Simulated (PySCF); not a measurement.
thiourea (CH4N2S), SMILES NC(N)=S. The structure is a stationary point at PBE-D3(BJ)/def2-SVP. The values are those of a single conformer.

These are PySCF with PBE-D3(BJ)/def2-SVP values and carry that method's errors.

Harmonic wavenumbers (cm⁻¹): 328, 371, 392, 442, 490, 571, 620, 765, 1016, 1038, 1375, 1405, 1548, 1558, 3464, 3473, 3611, 3612. Rotational constants (GHz): 10.38, 5.063, 3.416; symmetry number 2.

Question: Work out the zero-point energy and the ideal-gas rigid-rotor harmonic-oscillator thermochemistry at 298.15 K and 1 atm.

Answer: ZPE = ½ Σ hcν = ½ × 26077 cm⁻¹ = 37.28 kcal/mol. H − E(el) = 40.94 kcal/mol. Entropy in cal/(mol K): translation 38.90, rotation 23.62, vibration 6.23, total 68.75. G − E(el) = 20.44 kcal/mol. Cp = 19.07 cal/(mol K).
